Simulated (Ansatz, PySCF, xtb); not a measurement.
Breaking the Te1–H2 bond in FHTe (SMILES F[TeH]) (multiplicity 1 held, fragments rigid). Energies count from the point at 1.668 Å.
Geometry at that point (charge 0, multiplicity 1):
```xyz
3

Te     0.1852    -0.0606     0.2005
H      1.3119    -0.3094    -1.0040
F     -1.2157     0.3844    -1.0470
```

Restricted levels (R-, RO-) in cc, def2 and unpolarised 6-31G sets keep to the state of the molecule at rest. Active spaces are followed from a long bond inwards. Left out are points that failed, MP2 points that dive below the minimum, coupled-cluster points behind a jump of the amplitudes or a sharp parting from full CI or MRCI, small-basis points behind a change of solution, and semi-empirical points at long bonds. Curves can end on different states.

Frozen-core correlation. Filled d and f shells under p-block atoms count as core. Rows in 3-21G carry no dispersion term and start afresh at each structure; the Pople sets are all-electron and without relativity.

The values were computed with Ansatz (Gaussian basis) for Hartree–Fock, density functionals and correlated methods; PySCF for 3-21G rows; xtb for the GFN methods. Each number belongs to the level named beside it. In def2 rows elements past Kr take small-core potentials, without spin–orbit coupling. The GFN methods have no spin term and hold the electronic entropy of 300 K.

Energies in kcal/mol.

```csv
R (Å),GFN2-xTB,R-HF/3-21G,R-MP2/def2-TZVPP,"FIC-MRCISD+Q on CASSCF(2,2)/def2-TZVPP"
1.334,29.7,40.5,34.7,35.5
1.501,4.0,[?],6.0,6.5
1.668,0.0,0.0,0.0,0.0
1.835,4.7,3.9,5.3,4.5
2.002,13.3,13.6,15.7,13.7
2.252,28.7,32.3,34.3,29.7
2.502,44.2,52.1,52.2,43.9
2.919,65.3,[?],76.1,59.5
3.336,79.5,107.8,91.2,66.5
3.836,88.6,130.2,98.9,69.3
4.503,93.0,left out,96.2,70.2
5.337,left out,left out,80.8,70.3
```

Q: Some entries are withheld; supply them.

A: 
- 1.501, R-HF/3-21G: 8.1
- 2.919, R-HF/3-21G: 82.7

Doubts at one or more of the structures used: a restricted determinant that unrestricted orbitals would lower (R-HF/3-21G, R-MP2/def2-TZVPP).

Ansatz is a first-principles code.
